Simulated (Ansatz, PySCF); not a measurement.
Be(F)2 anion (BeF₂), SMILES [F][Be][F] (connectivity only; charge and spin as stated), charge -1, multiplicity 2. Atoms are numbered in the order given.

```xyz
3

Be     0.0000     0.0000    -0.5478
F      0.0000     1.3035     0.0699
F      0.0000    -1.3035     0.0699
```
Charge -1, spin multiplicity 2.

The structure is a stationary point at B3LYP-D3(BJ)/def2-TZVPD. The spin state was assumed, not searched. The isomer is the one that the SMILES or the coordinates give; other isomers of the formula were not compared.

Two levels are set side by side: PBE-D3(BJ)/def2-TZVPD (Ansatz, a program for electronic structure) and B3LYP-D3(BJ)/def2-TZVPD (Ansatz). Each level has its own optimised geometry; the coordinates shown are those of the second. Frequencies come from the Hessian of PySCF at each geometry. Differences are taken from unrounded values.

```json
[
 {"quantity": "mean bond length (Å)", "B3LYP-D3(BJ)": "1.442"},
 {"quantity": "bond Be1–F2 (Å)", "B3LYP-D3(BJ)": "1.442"},
 {"quantity": "bond Be1–F3 (Å)", "B3LYP-D3(BJ)": "1.442"},
 {"quantity": "highest harmonic wavenumber (cm⁻¹)", "B3LYP-D3(BJ)": "1160"},
 {"quantity": "mean harmonic wavenumber (cm⁻¹)", "B3LYP-D3(BJ)": "746"},
 {"quantity": "zero-point energy (kcal/mol)", "B3LYP-D3(BJ)": "3.20"}
]
```

Problem. What does PBE-D3(BJ) give, and how far is it from B3LYP-D3(BJ)? (Estimate from the structure and the level; the computed values follow.)

Solution. 
| quantity | PBE-D3(BJ) | PBE-D3(BJ) minus B3LYP-D3(BJ) |
|---|---|---|
| mean bond length (Å) | 1.454 | 0.012 |
| bond Be1–F2 (Å) | 1.454 | 0.012 |
| bond Be1–F3 (Å) | 1.454 | 0.012 |
| highest harmonic wavenumber (cm⁻¹) | 1123 | -36 |
| mean harmonic wavenumber (cm⁻¹) | 723 | -23 |
| zero-point energy (kcal/mol) | 3.10 | -0.10 |

Exact exchange shortens and stiffens bonds; PBE has none. Differences between two approximate levels are no errors against the true value.
